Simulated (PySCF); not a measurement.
Sn(Cl)2(OH)(NH2) (Cl2H3NOSn), SMILES [NH2][Sn]([OH])([Cl])[Cl].

Geometry: B3LYP-D3(BJ)/def2-SVP. The structure was generated by enumeration; whether it is a known compound was not checked. The def2 effective core potentials stand for the cores of Sn; spin–orbit coupling is left out. One conformer was computed; it need not be the lowest.

Computed with TDA-CAM-B3LYP/def2-SVPD run with PySCF.

Vertical excitations. 

```tsv
state	energy (eV)	λ (nm)	f	main pairs
S1	5.11	243	0.050	HOMO→LUMO 90 %
S2	5.54	224	0.003	HOMO−1→LUMO 79 %, HOMO−2→LUMO 14 %
S3	5.77	215	0.042	HOMO−2→LUMO 72 %
S4	5.88	211	0.048	HOMO−3→LUMO 81 %
S5	5.97	208	0.041	HOMO−4→LUMO 82 %
S6	6.03	205	0.081	HOMO−5→LUMO 76 %
S7	7.26	171	0.165	HOMO−6→LUMO 78 %
S8	7.35	169	0.010	HOMO→LUMO+2 43 %, HOMO→LUMO+1 42 %
S9	7.59	163	0.008	HOMO→LUMO+2 41 %, HOMO→LUMO+1 37 %, HOMO→LUMO+5 8 %
S10	7.76	160	0.157	HOMO−7→LUMO 54 %
T1	4.39	283	0	HOMO→LUMO 91 %
T2	5.09	243	0	HOMO−1→LUMO 92 %
T3	5.18	239	0	HOMO−2→LUMO 80 %
T4	5.27	235	0	HOMO−3→LUMO 86 %
```
Triplets are in the Tamm–Dancoff approximation.
